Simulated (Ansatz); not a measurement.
Two structures of BSiH6O2F, singlet, reached by relaxing down either side of one saddle point (PBE0-D4/def2-TZVP). Energies are electronic, without zero-point energy. Computed with Ansatz 0.2.0 (basis: def2-TZVPP and def2-QZVPP); correlated methods freeze the cores. Extrapolation: Hartree–Fock as exp(−7.88 √X), correlation as X^−2.97. First:

B1  (-0.196, 1.980, -0.187)
F2  (0.078, 3.284, -0.227)
O3  (-1.084, 1.486, -1.075)
O4  (0.416, 1.180, 0.732)
H5  (1.296, -1.427, -0.722)
Si6  (0.208, -2.020, 0.092)
H7  (-1.217, 0.539, -0.970)
H8  (1.026, 1.655, 1.300)
H9  (0.068, -3.460, -0.242)
H10  (-1.081, -1.351, -0.239)
H11  (0.486, -1.867, 1.539)
(Å)

Second:

```
11
angstrom
B -0.8332 0.6107 0.1024
F 2.4954 0.7218 -0.5796
O -2.1624 0.7413 0.3544
O -0.1010 1.7177 -0.1607
H 2.2028 -0.1559 -0.4383
Si -0.1568 -1.3157 0.1738
H -2.4505 1.6610 0.3158
H 0.8375 1.5669 -0.3323
H 1.3130 -1.4446 -0.1400
H -0.8346 -2.1878 -0.8206
H -0.3102 -1.9152 1.5252
```

Question: Which bonds change from the first to the second?

Answer: BH₂O₂F ([OH][B]([OH])[F]) + SiH₄ → BSiH₅O₂ ([OH][B]([OH])[SiH3]) + HF; bonds formed: B1–Si6, F2–H5; bonds broken: B1–F2, H5–Si6.

Question: Give the saddle point's structure and its height above each. (Judge from chemistry; the value comes from the calculation.)

Answer: Computed: 306.0 kJ/mol above the first and 160.5 kJ/mol above the second (CCSD(T) at an estimated basis limit (MP2 extrapolated from triple and quadruple zeta, plus CCSD(T) − MP2 in triple zeta)).
B1  (-0.198, 0.745, -0.159)
F2  (1.382, 1.117, -0.799)
O3  (-1.131, 0.836, -1.146)
O4  (-0.343, 1.424, 1.021)
H5  (1.070, 0.050, -0.528)
Si6  (0.172, -1.446, 0.158)
H7  (-1.729, 1.576, -1.010)
H8  (0.443, 1.449, 1.570)
H9  (0.429, -2.332, -1.006)
H10  (-1.216, -1.644, 0.642)
H11  (1.122, -1.774, 1.256)
(Å)

No T1 diagnostic of these runs exceeds 0.014.

Labels in which every atom is bracketed show which atoms are joined, not bond orders.

For scale, one of the runs: CCSD(T)/def2-TZVPP, 250 basis functions, launched by `ansatz run in.yaml --threads 8 --pin off --events-out ev --progress --plain --max-ram 19148MiB`. Hardware: 8 CPU threads of an Arm Neoverse V1, shared host. Wall time 81 s; peak host memory 5.6 GiB.
